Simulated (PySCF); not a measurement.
SCF from a fresh guess for singlet OsCl₂, at the B3LYP minimum. PySCF input:

```python
from pyscf import gto, scf, dft
mol = gto.M(atom='''
Os    -0.000000     0.000000    -0.073152
Cl     2.148597    -0.000000     0.200784
Cl    -2.148597    -0.000000     0.200784''',
    basis={'Os': 'def2-SVP', 'Cl': 'def2-SVP'},
    ecp={'Os': 'def2-SVP'},
    charge=0, spin=0)
mf = dft.RKS(mol, xc='B3LYP')
mf.grids.atom_grid = (50, 194)
aux = {'Os': 'def2-universal-JKFIT', 'Cl': 'def2-universal-JKFIT'}
mf = mf.density_fit(auxbasis=aux)
mf.conv_tol = 1e-08
mf.diis_space = 10
mf.max_cycle = 60
mf.init_guess = 'minao'
mf.verbose = 4
mf.kernel()
```

Excerpt of the output (cycles and frontier levels):

```
init E= -998.906119139589
  HOMO = -0.536136894358165  LUMO = -0.51990353786955  gap/eV = 0.44173
cycle= 1 E= -1010.27124407964  delta_E= -11.4  |g|=  1.4  |ddm|= 8.23
  HOMO = 0.110544786077432  LUMO = 0.113434919339199  gap/eV = 0.07864
cycle= 2 E= -1004.71239705287  delta_E= 5.56  |g|= 3.29  |ddm|= 7.52
  HOMO = -0.327526239321376  LUMO = -0.275750691772347  gap/eV = 1.40888
cycle= 3 E= -1010.69316540744  delta_E= -5.98  |g|= 0.654  |ddm|= 7.23
  HOMO = -0.243712085522488  LUMO = -0.168736075879434  gap/eV = 2.04020
cycle= 4 E= -1010.79644753964  delta_E= -0.103  |g|= 0.216  |ddm|= 0.61
  HOMO = -0.245915473532821  LUMO = -0.180601999645754  gap/eV = 1.77727
cycle= 5 E= -1010.80918631787  delta_E= -0.0127  |g|= 0.0666  |ddm|= 0.248
  HOMO = -0.23551599635495  LUMO = -0.171495058974163  gap/eV = 1.74210
cycle= 6 E= -1010.81038358853  delta_E= -0.0012  |g|= 0.0104  |ddm|= 0.0791
  HOMO = -0.235041016522113  LUMO = -0.171298198175534  gap/eV = 1.73453
cycle= 7 E= -1010.81040554147  delta_E= -2.2e-05  |g|= 0.0035  |ddm|= 0.0116
  HOMO = -0.2349927261926  LUMO = -0.171229211355229  gap/eV = 1.73509
cycle= 8 E= -1010.81040812372  delta_E= -2.58e-06  |g|= 0.000889  |ddm|= 0.00383
  HOMO = -0.234943353600648  LUMO = -0.171182959254279  gap/eV = 1.73501
cycle= 9 E= -1010.81040828585  delta_E= -1.62e-07  |g|= 0.00041  |ddm|= 0.000858
  HOMO = -0.234897345827173  LUMO = -0.171152805629611  gap/eV = 1.73458
cycle= 10 E= -1010.81040833145  delta_E= -4.56e-08  |g|= 3.79e-05  |ddm|= 0.000441
  HOMO = -0.234892067482556  LUMO = -0.171149766597088  gap/eV = 1.73452
cycle= 11 E= -1010.81040833186  delta_E= -4.06e-10  |g|= 2.69e-06  |ddm|= 4.63e-05
  HOMO = -0.234891217821272  LUMO = -0.17114918427504  gap/eV = 1.73451
Extra cycle  E= -1010.81040833185  delta_E= 7.73e-12  |g|= 5.67e-06  |ddm|= 8.64e-06
converged SCF energy = -1010.81040833185
```

This is not the lowest solution: a stability analysis within the same restricted form found one 10.8 kJ/mol lower, at -1010.81451 Eh.

At the minimum of this search the closed-shell solution is unstable towards spin polarisation, so a lower open-shell solution exists. No spin–orbit coupling is included, which matters more the heavier the element.

The search for the lowest solution, with the stability check, took 4.9 s on 2 threads of a shared Arm Neoverse N1 host, with 68 basis functions; the process peaked at 0.28 GiB. Launch command: `OMP_NUM_THREADS=2 python axn.py task.json out`.
